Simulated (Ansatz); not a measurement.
A nudged elastic band was laid between two geometries of C₂H₆BNO₂ (12 atoms, charge 0, multiplicity 1).

The calculation used RKS PBE-D4/def2-SVP (Ansatz).

* movable images: 5
* climbing image: yes
* spring: 5.0 eV/Å²
* optimiser: quadratic models (default)
* start path: through a guess of the saddle point
* force threshold: 0.5 eV/Å
* iteration limit: 60
* end points: relaxed

Initial state:

```xyz
12
Properties=species:S:1:pos:R:3
N -1.820 1.014 1.286
C -0.901 0.262 1.758
O 0.080 -0.269 1.007
C 0.050 0.054 -0.396
B 1.244 -0.643 -1.153
O 1.356 -0.392 -2.486
H -2.456 1.299 2.044
H -0.763 -0.064 2.813
H 0.070 1.161 -0.531
H -0.932 -0.244 -0.833
H 2.039 -1.380 -0.587
H 2.110 -0.857 -2.888
```

Final state:

```xyz
12
Properties=species:S:1:pos:R:3
N -1.186 0.406 2.799
C -1.098 0.460 1.529
O -0.015 -0.054 0.902
C 0.034 0.091 -0.519
B 1.287 -0.663 -1.122
O 1.503 -0.513 -2.456
H -2.077 0.835 3.088
H -1.849 0.900 0.824
H 0.068 1.169 -0.813
H -0.890 -0.321 -0.998
H 2.021 -1.355 -0.435
H 2.280 -1.012 -2.765
```

Which bonds break or form, and what moves?

No bond is made or broken. The dihedral N1–C2–O3–C4 goes from 0 to -178°.

What energy profile does the band end with?

The forces met the threshold. The highest image is number 3 of 0 to 6, 0.46 eV above the first end and 0.22 eV above the last; the last end lies 0.25 eV above the first. The threshold of 0.5 eV/Å is loose, so the images may lie well off the minimum-energy path. The order of the stationary point at the top wasn't checked.

```json
{"image": "0", "path coordinate (Å)": "0.00", "energy (eV)": "0.00", "dihedral N1–C2–O3–C4 (°)": "0"}
{"image": "1", "path coordinate (Å)": "0.95", "energy (eV)": "0.01", "dihedral N1–C2–O3–C4 (°)": "1"}
{"image": "2", "path coordinate (Å)": "1.90", "energy (eV)": "0.07", "dihedral N1–C2–O3–C4 (°)": "16"}
{"image": "3", "path coordinate (Å)": "2.85", "energy (eV)": "0.46", "dihedral N1–C2–O3–C4 (°)": "69"}
{"image": "4", "path coordinate (Å)": "3.80", "energy (eV)": "0.44", "dihedral N1–C2–O3–C4 (°)": "120"}
{"image": "5", "path coordinate (Å)": "4.75", "energy (eV)": "0.27", "dihedral N1–C2–O3–C4 (°)": "161"}
{"image": "6", "path coordinate (Å)": "5.69", "energy (eV)": "0.25", "dihedral N1–C2–O3–C4 (°)": "-178"}
```

What is the geometry of the highest image?


```xyz
12
Properties=species:S:1:pos:R:3:forces:R:3
N -2.117 0.060 1.511 -0.04 0.00 -0.15
C -0.915 0.418 1.720 0.13 0.02 -0.01
O 0.136 -0.072 1.014 0.03 0.10 0.03
C 0.266 0.291 -0.368 -0.06 -0.03 0.00
B 1.112 -0.764 -1.184 -0.07 -0.06 -0.01
O 1.520 -0.389 -2.427 0.03 0.03 -0.02
H -2.732 0.534 2.192 -0.01 0.02 -0.06
H -0.578 1.142 2.500 0.01 -0.08 0.21
H 0.745 1.299 -0.434 -0.03 0.04 -0.08
H -0.738 0.395 -0.850 0.01 -0.08 0.05
H 1.370 -1.877 -0.752 0.01 0.02 0.03
H 2.010 -1.093 -2.886 -0.02 0.00 0.01
```

Time of the run: 87 s on 2 threads of Arm Neoverse V2, with other jobs on the host, peak memory 0.15 GiB.
